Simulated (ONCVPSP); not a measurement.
**Potentials for fluorine (F) compared**

Generated with ld1.x 7.5 (TM, RRKJ, ultrasoft, PAW), atompaw 4.2 or ONCVPSP 4.0.1. The cutoff is in Ry: for ld1.x and atompaw files where the sum of valence levels is converged to 10 mRy in a Bessel basis, for ONCV files where the hardest occupied wave has 1 mHa per electron of residual kinetic energy. The error is the largest all-electron minus pseudo excitation energy over each file’s own four to seven test configurations (ionisations up to +4, promotions, holes and added fractions of an electron), all of which were solved. The labels leave out finer settings (local radius, basis sizes, second energies), which also bear on the numbers. Spin-polarised tests are not counted. The rows are a selection from randomly drawn settings: files with unsolved tests, undetermined cutoffs or missed reference levels are left out.

| potential | cutoff (Ry) | largest error (meV) | bound ghosts |
| --- | --- | --- | --- |
| ONCV, PBEsol, scalar-relativistic, rc 0.70/1.25/1.20 (spd), local smoothed, core correction yes, reference 2s2 2p3.5, qcut 9.6/13.5/9.2, projectors 1/2/2 | 159 | +620 | none |
| ONCV, BLYP, scalar-relativistic, rc 0.75/1.10/0.90 (spd), local smoothed, core correction no, reference 2s2 2p3, qcut 8.9/11.7/10.2, projectors 2/2/2 | 286 | +155 | none |
| ONCV, PBE, scalar-relativistic, rc 0.65/1.00/1.05 (spd), local smoothed, core correction yes, reference 2s2 2p3.5, qcut 12.2/14.5/10.1, projectors 2/3/2 | 134 | +26 | none |
| ONCV, PBE, fully relativistic, rc 0.40/1.60 (sp), local smoothed, core correction no, reference 1s2 2s2 2p4, qcut 29.6/9.8, projectors 2/2 | 761 | +936 | none |
| ONCV, PBE, scalar-relativistic, rc 0.80/1.60 (sp), local smoothed, core correction yes, reference 2s2 2p3, qcut 7/10.1, projectors 2/1 | 462 | +411 | none |

**Question.** Fill in the row for F: ONCV, PBEsol, non-relativistic, rc 0.40/1.35 (sp), local smoothed, core correction no, reference 1s2 2s2 2p5, qcut 36.3/8.8, projectors 2/1.

**Answer.** cutoff 944 Ry, largest error +1023 meV, bound ghosts: none.

**Question.** Fill in the row for F: ONCV, Wu-Cohen, scalar-relativistic, rc 0.55/1.40/1.20 (spd), local smoothed, core correction no, reference 2s2 2p5, qcut 14/10.1/9.3, projectors 1/3/1.

**Answer.** cutoff 187 Ry, largest error +1010 meV, bound ghosts: none.

**Question.** Fill in the row for F: ONCV, PBE, scalar-relativistic, rc 0.60/0.90/0.95 (spd), local smoothed, core correction yes, reference 2s2 2p5, qcut 10.9/10/9.7, projectors 2/2/1.

**Answer.** cutoff 321 Ry, largest error +175 meV, bound ghosts: none.
